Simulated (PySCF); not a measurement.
CH4ClFOSi2, SMILES [SiH2](C(=O)[SiH2]Cl)F. Atoms are numbered in the order given.

```xyz
10

O      0.0826    -1.0722    -2.1222
C      0.1793    -0.6347    -0.9943
Si     1.7814     0.3522    -0.5369
F      1.8691     0.4175     1.0873
Si    -1.2609    -0.8640     0.2891
Cl    -1.5992     1.0337     1.0449
H      1.7013     1.7317    -1.0873
H      2.9635    -0.3832    -1.0573
H     -2.4831    -1.3660    -0.3919
H     -0.8398    -1.7631     1.3997
```
Charge 0, spin multiplicity 1.

Geometry optimised at PBE0-D3(BJ)/def2-SVP. The structure was generated by enumeration, and PubChem lists no compound with its InChIKey, so it may never have been made. Other conformers were not sampled.

Method: PBE0/pcSseg-1 (PySCF).

GIAO shieldings, no solvent; atoms listed in one row are averaged. δ = σ(ref) − σ: ¹⁷O against H2O (σ = 334.2 ppm); ¹³C against TMS (σ = 186.3 ppm); ²⁹Si against TMS (σ = 352.7 ppm); ¹⁹F against CFCl3 (σ = 167.2 ppm); ³⁵Cl against HCl (σ = 945.9 ppm); ¹H against TMS (σ = 31.56 ppm), references at their B3LYP-D3(BJ)/def2-TZVP geometries, non-relativistic (without spin–orbit terms, shifts of atoms bonded to Cl or Br come out too high).

Computed chemical shifts:
```csv
nucleus,atoms,count,δ (ppm)
¹⁷O,O1,1,1154.5
¹³C,C2,1,303.0
²⁹Si,Si3,1,-31.5
²⁹Si,Si5,1,-35.8
¹⁹F,F4,1,-230.8
³⁵Cl,Cl6,1,-65.0
¹H,H10,1,5.68
¹H,H7,1,5.30
¹H,H9,1,4.93
¹H,H8,1,4.90
```
